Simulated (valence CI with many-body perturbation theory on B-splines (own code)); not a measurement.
Values are calculated unless marked as measured or tabulated.
Sensitivity of CI+MBPT for Yb56+

Level of theory: valence CI with perturbative core correlation (CI+MBPT): four valence electrons over a frozen Dirac-Fock core [Ne], radial functions for each j: 6 s, 6 p, 5 d, 3 f, 1 g, with the one-electron correlation potential Σ1 (screened to all orders), the two-electron term Σ2, the three-electron term Σ3, Breit, model QED; selected single and double excitations, second order for the rest, scaled by the run's own slope (own B-spline code, finite nucleus).

The last digits are not significant, and no measured levels were compared; by estimate large intervals hold to a few tenths of a per cent, small ones and those within an open d or f shell to about a per cent.

The reference run has the lowest level (3s^2 3p1/2^2) J=0 and an ionisation energy of 5732.21 eV. Its largest variational space holds 10000 state functions.

Levels are named by their leading jj configuration (3d3/2^4 stands for four electrons in 3d with j = 3/2), which in mixed levels can hold well under half, so a name can repeat and another be missing.

Changed runs:
A. three-electron term on → off
B. highest l with Σ1, explicit Σ2 and valence Breit (higher l get mean screening factors) 3 → 2; averaging of valence orbitals over low configurations on → off
C. QED terms on → off
D. correlating orbitals by l 3 3 3 2 1 → 2 2 1 1 0; natural orbitals for correlation on → off (bad on purpose)

Excitation energies of the reference run in cm⁻¹, and shifts in cm⁻¹:

| Level | Reference | A | B | C | D |
| --- | --- | --- | --- | --- | --- |
| (3s^2 3p1/2 3p3/2) J=1 | 2137360 | -148 | -19 | -2830 | -775 |
| (3s^2 3p1/2 3p3/2) J=2 | 2208290 | -18 | -11 | -2809 | -139 |
| (3s 3p1/2^2 3p3/2) J=2 | 3379930 | -547 | -29 | +26528 | -868 |
| (3s 3p1/2^2 3p3/2) J=1 | 3592320 | -313 | +36 | +23250 | +114 |
| (3s^2 3p1/2 3d3/2) J=2 | 3793190 | +307 | +188 | +2736 | +128 |
| (3s^2 3p1/2 3d3/2) J=1 | 4115620 | +1166 | +263 | +6792 | +1863 |
| (3s^2 3p3/2^2) J=2 | 4398530 | -63 | -18 | -5338 | -729 |
| (3s^2 3p1/2 3d5/2) J=2 | 4440850 | +728 | +244 | +2139 | +301 |
| (3s^2 3p1/2 3d5/2) J=3 | 4448220 | +771 | +246 | +1375 | +819 |
| (3s^2 3p3/2^2) J=0 | 4552460 | +176 | +5.5 | -5310 | +46 |
| (3s 3p1/2^2 3d3/2) J=1 | 5066110 | +147 | +250 | +32560 | +51 |
| (3s 3p1/2^2 3d3/2) J=2 | 5120240 | +303 | +243 | +32576 | +402 |
| Ionisation energy (eV) | 5732.21 | +0.23 | -0.008 | +0.07 | -0.41 |
